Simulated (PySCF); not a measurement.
**Worked example: chemical shift, span and skew from a shielding tensor**

B(H)(Me)(SiH3) (CH7BSi), SMILES B([SiH3])C. Atoms are numbered in the order given.

```xyz
10

B     -0.0286    -0.8374     0.3638
H     -0.7420    -1.8196     0.3827
C      1.3436    -0.8995     1.0917
H      1.3683    -1.5582     1.9730
H      1.8229     0.0647     1.3136
H      1.9874    -1.3984     0.3328
Si    -0.6892     0.7646    -0.6821
H     -1.8165     1.3868     0.0921
H     -1.2388     0.3796    -2.0224
H      0.3495     1.8248    -0.8914
```
Charge 0, spin multiplicity 1.

Geometry: PBE0-D3(BJ)/def2-SVP.

GIAO shieldings from PySCF with PBE0/pcSseg-1, non-relativistic, no solvent. The symmetric part of the tensor of C3 has the principal values 121.4, 165.0, 187.4 ppm. The same nucleus in TMS has σ = 186.3 ppm at this level (PySCF, at its B3LYP-D3(BJ)/def2-TZVP geometry).

Q: Work out the isotropic shielding, the ¹³C shift against TMS, the span and the skew.

A: 
σ(iso) = (σ11 + σ22 + σ33)/3 = 157.9 ppm. δ = σ(ref) − σ(iso) = 186.3 − (157.9) = 28.4 ppm.
Span Ω = σ33 − σ11 = 66.0 ppm. Skew κ = 3(σ(iso) − σ22)/Ω = -0.32. Tumbling in solution averages the tensor to δ; in a static solid the shielding alone would spread this spin-1/2 line over Ω.
